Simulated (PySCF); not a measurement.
1,3-dibromopropa-1,2-diene (C3H2Br2), SMILES BrC=C=CBr. Heavy atoms are numbered as in [Br:1][CH:2]=[C:3]=[CH:4][Br:5]. Hydrogens are named by the atom that carries them.

The structure is a stationary point at B3LYP-D3(BJ)/def2-SVP.

Method: CAM-B3LYP/def2-TZVP run with PySCF.

ESP charges are fitted to the potential on shells at 1.4 to 2.0 van der Waals radii. Atomic charges (e), one atom of each kind:

| atom | ESP fit | Mulliken | Löwdin |
|---|---|---|---|
| Br1 | -0.01 | -0.02 | 0.31 |
| C2 (CH) | -0.34 | -0.18 | -0.39 |
| C3 | 0.21 | 0.04 | -0.13 |
| H on C2 | 0.24 | 0.18 | 0.15 |

Computed Mayer and Wiberg (Löwdin basis) orders of the bonds:
```csv
bond,Mayer,Wiberg
Br1–C2,1.14,1.58
C2–C3,1.92,2.10
C3–C4,1.92,2.10
C4–Br5,1.14,1.58
```
